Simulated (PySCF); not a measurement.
## Working out the ionisation energy of Si⁺

Si⁺ [Ne] 3s2 3p1 (2P) → Si²⁺ [Ne] 3s2 (1S). All numbers are calculated (PySCF 2.14, no relativity, point nucleus, in cc-pV(D+d)Z (4s3p2d, 23 functions)). Frozen: [Ne]. Energies in hartree (1 hartree = 27.21139 eV):

```csv
part,Si⁺ (lower),Si²⁺ (upper)
UHF,-288.569424,-287.988061
CCSD correlation,-0.054060,-0.043673
(T),-0.000677,0.000000
```

Task: What does Hartree-Fock give?

Result: (-287.988061) − (-288.569424) = 0.581363 hartree = 15.820 eV.

Task: What do CCSD and CCSD(T) give?

Result: The CCSD correlation energies differ by 0.010387 hartree = 0.283 eV and the triples by 0.000677 hartree = 0.018 eV, so CCSD gives 16.103 eV and CCSD(T) 16.121 eV.

Measured between the centres of the two terms (NIST): 16.322 eV, so CCSD(T) (valence) is off by -0.201 eV.

What remains against the reference includes basis incompleteness, the frozen core and higher excitations.
